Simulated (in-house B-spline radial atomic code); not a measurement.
Inner-shell binding energies (edges) and X-ray emission energies of free atoms and ions, as differences of relaxed hole-state energies with first-order Breit, QED and recoil terms, without correlation or multiplet splittings, in NIST's listed ground configurations. For neutral atoms such line energies lie within some 1 to 5 eV of tabulated X-ray lines (up to 20 eV for the heaviest). Removing outer electrons raises all edges nearly alike, so lines move far less than edges. K = 1s, L2 = 2p1/2, L3 = 2p3/2, M4 = 3d3/2, M5 = 3d5/2. A dash marks a subshell that is part filled or wasn't run, or a line left out. Computed with an all-electron radial atomic-structure program (B-spline basis): Dirac-Hartree-Fock, average of the configuration, finite nuclei.

| ion | configuration | K edge (eV) | L3 edge (eV) | M5 edge (eV) | L3-M5 (eV) | L2-M4 (eV) |
| --- | --- | --- | --- | --- | --- | --- |
| Tb | [Xe] 4f9 6s2 | 51996.4 | 7516.71 | 1243.12 | 6273.58 | 6978.63 |
| Tb+ | [Xe] 4f9 6s1 | - | 7523.66 | 1250.05 | 6273.61 | 6978.66 |
| Tb2+ | [Xe] 4f9 | 52011.5 | 7531.71 | 1258.07 | 6273.64 | 6978.7 |
| Tb3+ | [Xe] 4f8 | 52031.7 | 7552.74 | 1280.02 | 6272.72 | 6977.71 |
